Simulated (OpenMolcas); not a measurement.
InHF (SMILES [F][InH]): name the method

The species is InHF (3 atoms), meant as a doublet with charge 0. As SMILES, `[F][InH]`. The coordinates come from a PBE0-D4/def2-TZVP relaxation.

| atom | x (Å) | y (Å) | z (Å) |
| --- | --- | --- | --- |
| F | 1.0884 | 0.9895 | 0.6943 |
| In | -0.5225 | 0.3551 | -0.2448 |
| H | -0.5769 | -1.4094 | -0.4628 |

A calculation with OpenMolcas 26.06 gave:

```
total energy  : -289.2794 Eh
dipole moment : 3.28 D
HOMO energy   : -9.01 eV
LUMO energy   : -0.06 eV
⟨S²⟩          : 0.771
largest force : 0.389 eV/Å
```

Problem. Which of these levels gave the numbers?
A. BPW91/def2-TZVP (Cholesky decomposition, core potential)
B. PBE/def2-TZVP (core potential)
C. HF/def2-TZVP (core potential)
D. BPW91/def2-TZVP (Cholesky decomposition, core potential, PCM acetonitrile)

Solution. C. The others give -290.7235 Eh (BPW91/def2-TZVP (Cholesky decomposition, core potential, PCM acetonitrile)), -290.5258 Eh (PBE/def2-TZVP (core potential)), -290.7133 Eh (BPW91/def2-TZVP (Cholesky decomposition, core potential)).
